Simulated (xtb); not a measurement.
Method: GFN2-xTB run with xtb.

```
xtb start.xyz --ohess tight --gfn 2 --chrg 0 --uhf 0 --iterations 400

# start.xyz
8

Ti    -0.050620     0.090482    -0.020384
O     -1.302237     0.845783    -0.878511
H     -1.938083     1.263694    -1.491980
O      0.855415     1.284440     0.869550
H      0.955963     2.208901     1.217746
O      1.004713    -0.899876    -0.939687
H      1.713500    -1.281017    -1.475803
H     -0.723209    -0.857096     1.072865
```

Output:

```
[...]
        18                         -0.1801796              -4.9029
       ...                                ...                  ...
        25                          0.6521338              17.7455
      -------------------------------------------------------------
                  HL-Gap            0.1648904 Eh            4.4869 eV
             Fermi-level           -0.3210955 Eh           -8.7375 eV


         :::::::::::::::::::::::::::::::::::::::::::::::::::::
         ::                     SUMMARY                     ::
         :::::::::::::::::::::::::::::::::::::::::::::::::::::
         :: total energy             -15.976779468052 Eh    ::
         :: gradient norm              0.000362668222 Eh/a0 ::
         :: HOMO-LUMO gap              4.486897166543 eV    ::
         ::.................................................::
         :: SCC energy               -16.074862745632 Eh    ::
         :: -> isotropic ES            0.111761607511 Eh    ::
         :: -> anisotropic ES          0.007243405737 Eh    ::
         :: -> anisotropic XC         -0.001768146779 Eh    ::
         :: -> dispersion             -0.003349307315 Eh    ::
         :: repulsion energy           0.098083277581 Eh    ::
         :: add. restraining           0.000000000000 Eh    ::
         :: total charge               0.000000000000 e     ::
         :::::::::::::::::::::::::::::::::::::::::::::::::::::

           -------------------------------------------------
          |                Numerical Hessian                |
           -------------------------------------------------
step length          :   0.00500
SCC accuracy         :   0.30000
Hessian scale factor :   1.00000
frozen atoms in %    :   0.00000    0
RMS gradient         :   0.00036
estimated CPU  time      0.00 min
estimated wall time      0.00 min

writing file <hessian>.

 projected vibrational frequencies (cm⁻¹)
eigval :       -0.00    -0.00    -0.00     0.00     0.00     0.00
eigval :      102.21   110.92   114.54   176.77   223.76   226.88
eigval :      285.12   286.93   371.93   576.82   607.01   607.52
eigval :      651.31   653.01  1666.37  3605.68  3608.04  3608.92
           -------------------------------------------------
          |                Property Printout                |
           -------------------------------------------------

    * Orbital Energies and Occupations

         #    Occupation            Energy/Eh            Energy/eV
      -------------------------------------------------------------
         1        2.0000           -0.7150201             -19.4567
         2        2.0000           -0.6752353             -18.3741
         3        2.0000           -0.6749467             -18.3662
         4        2.0000           -0.5788597             -15.7516
         5        2.0000           -0.5240601             -14.2604
         6        2.0000           -0.5236211             -14.2485
         7        2.0000           -0.4617705             -12.5654
         8        2.0000           -0.4441524             -12.0860
         9        2.0000           -0.4436956             -12.0736
        10        2.0000           -0.4337629             -11.8033
        11        2.0000           -0.4318945             -11.7524
        12        2.0000           -0.4315619             -11.7434
        13        2.0000           -0.4035408             -10.9809 (HOMO)
        14                         -0.2386503              -6.4940 (LUMO)
        15                         -0.2384628              -6.4889
        16                         -0.1964833              -5.3466
        17                         -0.1810003              -4.9253
        18                         -0.1801796              -4.9029
        19                          0.0320290               0.8716
        20                          0.1033946               2.8135
        21                          0.1036402               2.8202
        22                          0.5715434              15.5525
        23                          0.6273153              17.0701
        24                          0.6317320              17.1903
        25                          0.6521338              17.7455
      -------------------------------------------------------------
                  HL-Gap            0.1648904 Eh            4.4869 eV
             Fermi-level           -0.3210955 Eh           -8.7375 eV

     #   Z          covCN         q      C6AA      α(0)
     1  22 Ti       3.064     1.063   102.477    24.720
     2   8 O        1.532    -0.594    25.123     6.761
     3   1 H        0.807     0.313     0.682     1.297
     4   8 O        1.532    -0.594    25.127     6.762
     5   1 H        0.807     0.313     0.682     1.297
     6   8 O        1.532    -0.594    25.124     6.761
     7   1 H        0.807     0.313     0.682     1.297
     8   1 H        0.879    -0.219    12.458     5.526

 Mol. C6AA /au·bohr⁶  :        904.799494
 Mol. C8AA /au·bohr⁸  :      36461.446170
 Mol. α(0) /au        :         54.420546

Wiberg/Mayer (AO) data.
largest (>0.10) Wiberg bond orders for each atom

 ---------------------------------------------------------------------------
     #   Z sym  total        # sym  WBO       # sym  WBO       # sym  WBO
 ---------------------------------------------------------------------------
     1  22 Ti   4.380 --     4 O    1.128     6 O    1.127     2 O    1.127
                             8 H    0.855
     2   8 O    2.079 --     1 Ti   1.127     3 H    0.850
     3   1 H    0.902 --     2 O    0.850
     4   8 O    2.080 --     1 Ti   1.128     5 H    0.850
     5   1 H    0.902 --     4 O    0.850
     6   8 O    2.079 --     1 Ti   1.127     7 H    0.850
     7   1 H    0.902 --     6 O    0.850
     8   1 H    0.952 --     1 Ti   0.855
 ---------------------------------------------------------------------------

Topologies differ in total number of bonds
Writing topology from bond orders to xtbtopo.mol

molecular dipole:
                 x           y           z       tot (Debye)
 q only:        0.285       0.401      -0.413
   full:        0.540       0.778      -0.808       3.164
molecular quadrupole (traceless):
                xx          xy          yy          xz          yz          zz
 q only:        0.371      -0.696       0.018       0.975       1.043      -0.388
  q+dip:        0.417      -0.960       0.167       1.413       1.379      -0.584
   full:        0.666      -1.348       0.085       1.834       2.007      -0.751

           -------------------------------------------------
          |                Geometry Summary                 |
           -------------------------------------------------

      molecular mass/u    :       99.8967227
   center of mass at/Å    :        0.0197371       0.2708303      -0.1420465
  moments of inertia/u·Å² :        0.8474322E+02   0.8516394E+02   0.1467497E+03
rotational constants/cm⁻¹ :        0.1989260E+00   0.1979433E+00   0.1148734E+00

 * 6 selected distances

     #   Z          #   Z                                           value/Å
     1  22 Ti       2   8 O                                       1.7203096
     2   8 O        3   1 H                                       0.9599059
     1  22 Ti       4   8 O                                       1.7191864
     4   8 O        5   1 H                                       0.9597261
     1  22 Ti       6   8 O                                       1.7204040 (max)
     6   8 O        7   1 H                                       0.9597008 (min)

 * 2 distinct bonds (by element types)

   Z      Z             #   av. dist./Å        max./Å        min./Å
Refinement of some symmetry elements was terminated before convergence was reached.
Some symmetry elements may remain unidentified.
Molecule has the following symmetry elements: (C3)
It seems to be the C3 point group
   1 H    8 O           3     0.9597776     0.9599059     0.9597008
   8 O   22 Ti          3     1.7199667     1.7204040     1.7191864

           -------------------------------------------------
          |               Frequency Printout                |
           -------------------------------------------------
 projected vibrational frequencies (cm⁻¹)
eigval :       -0.00    -0.00    -0.00     0.00     0.00     0.00
eigval :      102.21   110.92   114.54   176.77   223.76   226.88
eigval :      285.12   286.93   371.93   576.82   607.01   607.52
eigval :      651.31   653.01  1666.37  3605.68  3608.04  3608.92
 reduced masses (amu)
   1: 24.83   2: 19.25   3: 17.68   4: 26.02   5: 24.28   6: 23.68   7:  9.34   8: 10.26
   9:  5.85  10: 15.53  11:  4.16  12:  4.41  13: 10.29  14: 10.45  15: 12.36  16: 18.15
  17:  5.03  18:  4.87  19: 22.70  20: 22.95  21:  1.91  22:  1.90  23:  1.90  24:  1.89
 IR intensities (km·mol⁻¹)
   1:  0.65   2:  2.03   3:  3.16   4:  0.08   5:  0.91   6:  3.13   7: 89.84   8: 90.05
   9: 23.09  10: 46.20  11:136.46  12:146.18  13:135.74  14:122.14  15:377.18  16: 36.62
  17: 34.58  18: 36.53  19:262.79  20:263.87  21:307.71  22:  6.06  23:  6.93  24:  9.21
 Raman intensities (Ä⁴*amu⁻¹)
   1:  0.00   2:  0.00   3:  0.00   4:  0.00   5:  0.00   6:  0.00   7:  0.00   8:  0.00
   9:  0.00  10:  0.00  11:  0.00  12:  0.00  13:  0.00  14:  0.00  15:  0.00  16:  0.00
  17:  0.00  18:  0.00  19:  0.00  20:  0.00  21:  0.00  22:  0.00  23:  0.00  24:  0.00
 output can be read by thermo (or use thermo option).
 writing <g98.out> molden fake output.
 recommended (thermochemical) frequency scaling factor: 1.0
           -------------------------------------------------
          |             Thermodynamic Functions             |
           -------------------------------------------------

c3  symmetry found (for desy threshold:  0.10E+00) used in thermo

          ...................................................
          :                      SETUP                      :
          :.................................................:
          :  # frequencies                          18      :
          :  # imaginary freq.                       0      :
          :  linear?                             false      :
          :  only rotor calc.                    false      :
          :  symmetry                               c3      :
          :  rotational number                       3      :
          :  scaling factor                  1.0000000      :
          :  rotor cutoff                   50.0000000 cm⁻¹ :
          :  imag. cutoff                  -20.0000000 cm⁻¹ :
          :.................................................:

    mode    ω/cm⁻¹     T·S(HO)/kcal·mol⁻¹    T·S(FR)/kcal·mol⁻¹   T·S(vib)
   ------------------------------------------------------------------------
       1    102.21    -1.01721 ( 94.58%)    -0.84428 (  5.42%)    -1.00785
       2    110.92    -0.96983 ( 96.03%)    -0.82009 (  3.97%)    -0.96389
       3    114.54    -0.95122 ( 96.50%)    -0.81057 (  3.50%)    -0.94629
       4    176.77    -0.70431 ( 99.36%)    -0.68218 (  0.64%)    -0.70417
       5    223.76    -0.57496 ( 99.75%)    -0.61240 (  0.25%)    -0.57505
       6    226.88    -0.56752 ( 99.76%)    -0.60830 (  0.24%)    -0.56762
       7    285.12    -0.44805 ( 99.91%)    -0.54067 (  0.09%)    -0.44814
       8    286.93    -0.44484 ( 99.91%)    -0.53879 (  0.09%)    -0.44493
   ------------------------------------------------------------------------

   temp. (K)  partition function   enthalpy   heat capacity  entropy
                                   cal/mol     cal/K/mol   cal/K/mol   J/K/mol
 298.15  VIB   161.                 3615.670     21.100     22.158
         ROT  0.262E+05              888.752      2.981     23.199
         INT  0.422E+07             4504.423     24.081     45.356
         TR   0.966E+27             1481.254      4.968     39.697
         TOT                        5985.6764    29.0492    85.0532   355.8624

       T/K    H(0)-H(T)+PV         H(T)/Eh          T*S/Eh         G(T)/Eh
   ------------------------------------------------------------------------
    298.15    0.953878E-02    0.493697E-01    0.404115E-01    0.895819E-02
   ------------------------------------------------------------------------

         :::::::::::::::::::::::::::::::::::::::::::::::::::::
         ::                  THERMODYNAMIC                  ::
         :::::::::::::::::::::::::::::::::::::::::::::::::::::
         :: total free energy         -15.967821281642 Eh   ::
         ::.................................................::
         :: total energy              -15.976779468052 Eh   ::
         :: zero point energy           0.039830905583 Eh   ::
         :: G(RRHO) w/o ZPVE           -0.030872719173 Eh   ::
         :: G(RRHO) contrib.            0.008958186410 Eh   ::
         :::::::::::::::::::::::::::::::::::::::::::::::::::::

optimized geometry written to: xtbopt.xyz

           -------------------------------------------------
          | TOTAL ENERGY              -15.976779468052 Eh   |
          | TOTAL ENTHALPY            -15.927409779880 Eh   |
          | TOTAL FREE ENERGY         -15.967821281642 Eh   |
          | GRADIENT NORM               0.000362674658 Eh/α |
          | HOMO-LUMO GAP               4.486896888029 eV   |
           -------------------------------------------------

------------------------------------------------------------------------
```

Cost: about 0.25 core-seconds (a rough figure).
